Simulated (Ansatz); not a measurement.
Interaction energy ladder

The pair of Br⁻ (SMILES [Br-], atom 1) and CH$_{4}$O (SMILES CO, atoms 2–7), both closed shells, in one local arrangement (a lower one may exist), relaxed at PBE0-D4/def2-TZVPD:

Br1  (0.163, -0.546, -2.887)
C2  (0.160, 0.207, 0.753)
O3  (-0.988, -0.291, 0.135)
H4  (-0.061, 0.356, 1.816)
H5  (0.479, 1.171, 0.330)
H6  (1.013, -0.482, 0.671)
H7  (-0.764, -0.416, -0.818)
(Å)

Ansatz 0.2.0; basis: def2-TZVPPD, with def2-QZVPPD for the basis limit; cores frozen in the correlated methods. Filled d shells of the heavier atoms are correlated. The def2 sets are not built for correlating such inner shells, so the correlated values are less sure here. B3LYP uses VWN-RPA correlation. Extrapolation: Hartree–Fock as exp(−7.88 √X), correlation as X^−2.97. Interaction energies count from these two fragments, frozen as in the pair, with the counterpoise correction; negative means bound.

Question: What is the interaction energy by CCSD(T) at an estimated basis limit (MP2 extrapolated from triple and quadruple zeta, plus CCSD(T) − MP2 in triple zeta)? (An estimate is asked for; the value comes from the calculation.)

Answer: By the calculation: -14.94 kcal/mol. Hartree–Fock alone gives -10.37 kcal/mol at the basis limit. It counts from the two fragments frozen as in the pair.

The same quantity by other methods in triple zeta, and each one's difference from that estimate:
| method | E_int (kcal/mol) | difference |
| --- | --- | --- |
| PBE-D4 | -15.92 | -0.98 |
| revPBE-D4 | -15.24 | -0.31 |
| BLYP-D4 | -14.94 | 0.00 |
| r2SCAN-D4 | -15.48 | -0.54 |
| B97M-V | -14.59 | 0.34 |
| PBE0-D4 | -15.46 | -0.52 |
| B3LYP-D4 | -14.94 | 0.00 |
| HSE06-D4 | -15.47 | -0.53 |
| wB97X-V | -14.67 | 0.27 |
| wB97M-V | -14.69 | 0.25 |
| B2PLYP | -13.69 | 1.25 |
| HF | -10.34 | 4.60 |
| MP2 | -14.33 | 0.61 |
| CCSD | -13.30 | 1.64 |
| CCSD(T) | -13.92 | 1.01 |
Differences are method less estimate.

Question: Which atoms make the shortest contact between the fragments?

Answer: Br1 and H7, 2.27 Å apart.

Energy to bend the free fragments (PBE0-D4 minima) into their shapes in the pair, CCSD(T)/def2-TZVPPD: CH$_{4}$O 0.77 kcal/mol. This must be added to the interaction energy to get the binding energy from relaxed fragments.

Basis-set superposition shift (counterpoise-corrected less uncorrected): CCSD(T) 1.55; MP2 1.50; HF 0.11; PBE0-D4 0.14; wB97M-V 0.12 kcal/mol.

The T1 diagnostic stays at or below 0.010.

For scale, one of the runs: CCSD(T)/def2-TZVPPD, 202 basis functions, launched by `ansatz run in.yaml --threads 4 --pin off --events-out ev --progress --plain --max-ram 9574MiB`. Hardware: 4 CPU threads of an Arm Neoverse V1, shared host. Wall time 76 s; peak host memory 2.6 GiB.
